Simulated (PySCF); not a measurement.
Compound: C2H8FGaO.
Structure used (PBE0-D3(BJ)/def2-SVP), in Å, numbered top down from 1:
```xyz
13
C2H8FGaO angstrom
C     -0.416    1.326    0.643
O     -0.140    0.072    0.065
C     -1.148   -0.444   -0.788
Ga     1.725   -0.898    0.254
F      1.314   -2.003   -1.091
H     -1.333    1.278    1.253
H     -0.535    2.097   -0.138
H      0.432    1.595    1.286
H     -0.737   -1.361   -1.227
H     -1.375    0.283   -1.586
H     -2.061   -0.658   -0.209
H      1.591   -1.568    1.666
H      2.673    0.283   -0.163
```

Computed, not measured: PBE0-D3(BJ)/def2-SVP geometry optimisation, gas phase (PySCF).

Q: Which atoms are bound to Ga4, and at what distances?

A: 4 atoms: H12 1.569 Å, H13 1.570 Å, F5 1.789 Å, O2 2.111 Å. The nearest atom not counted as bound is H9, at 2.91 Å.

Q: List the angles at Ga4.

A: 
```
      angle  degrees  distance of the outer atoms (Å)
H12–Ga4–H13    127.7                             2.82
 F5–Ga4–H13    113.8                             2.82
 F5–Ga4–H12    113.1                             2.80
 O2–Ga4–H12    101.6                             2.87
 O2–Ga4–H13     99.4                             2.83
  O2–Ga4–F5     90.8                             2.79
```

Q: Describe the arrangement about Ga4 in numbers.

A: Angles from 90.8° to 127.7°; τ4 = (360° − α − β)/141° = 0.84 with α and β the two widest (0 for a square, 1 for a tetrahedron).

Q: What are the other bond lengths?

A: C1–O2 1.408 Å; O2–C3 1.417 Å; C1–H6 and 5 like bonds 1.101 Å.

Q: Give some angles away from the centre.

A: C1–O2–C3 115.6°, C1–O2–Ga4 123.1°, C3–O2–Ga4 121.0°.

Q: What are the rotational constants (commonest isotopes, rigid rotor)?

A: A = 4903, B = 2146, C = 1570 MHz: an asymmetric top.

Point group: C1 (no symmetry element, even within 0.4 Å). Charge 0, singlet. PBE0-D3(BJ)/def2-SVP frequencies: not computed here.

Time: 70 s; peak memory 0.53 GiB. Hardware: an Intel Xeon 6975P-C with one thread (shared host). These figures are those of the optimisation.

One conformer stands for the species.
